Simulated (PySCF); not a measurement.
C2H3BrCl2Si, SMILES Cl[Si](C=C)(Cl)Br.

Coordinates come from a B3LYP-D3(BJ)/def2-SVP optimisation. The values are those of a single conformer.

These are B3LYP-D3(BJ)/def2-SVP in PySCF 2.14.0 values and carry that method's errors.

Frequencies are harmonic and unscaled.

Computed vibrational spectrum:
| mode | ν (cm⁻¹) | IR (km/mol) | moving atoms (share of kinetic energy) |
|---|---|---|---|
| 1 | 69 | 0.0 | C 48 %, H 27 %, Cl 21 % |
| 2 | 125 | 0.1 | C 39 %, Cl 27 %, Br 21 %, H 11 % |
| 3 | 125 | 0.3 | Cl 57 %, Br 17 %, C 13 %, H 9 % |
| 4 | 164 | 2.1 | Cl 50 %, Br 31 %, C 9 % |
| 5 | 194 | 1.0 | Cl 35 %, H 31 %, C 17 %, Si 13 % |
| 6 | 200 | 9.2 | Cl 50 %, C 22 %, Si 17 % |
| 7 | 352 | 0.8 | C 52 %, Cl 20 %, H 19 % |
| 8 | 371 | 26.6 | Cl 29 %, Si 28 %, Br 22 %, C 17 % |
| 9 | 524 | 1.5 | H 44 %, C 27 %, Cl 19 %, Si 10 % |
| 10 | 568 | 172.6 | Si 67 %, Cl 22 % |
| 11 | 620 | 205.6 | Si 56 %, Cl 19 %, H 14 %, C 11 % |
| 12 | 725 | 98.6 | Si 43 %, C 39 %, H 16 % |
| 13 | 1006 | 22.4 | H 73 %, C 27 % |
| 14 | 1007 | 9.6 | H 84 %, C 15 % |
| 15 | 1019 | 12.2 | H 93 % |
| 16 | 1271 | 1.3 | H 73 %, C 27 % |
| 17 | 1418 | 24.2 | H 84 %, C 16 % |
| 18 | 1671 | 9.8 | C 85 %, H 15 % |
| 19 | 3126 | 6.1 | H 95 % |
| 20 | 3140 | 0.8 | H 92 %, C 8 % |
| 21 | 3223 | 2.0 | H 89 %, C 11 % |
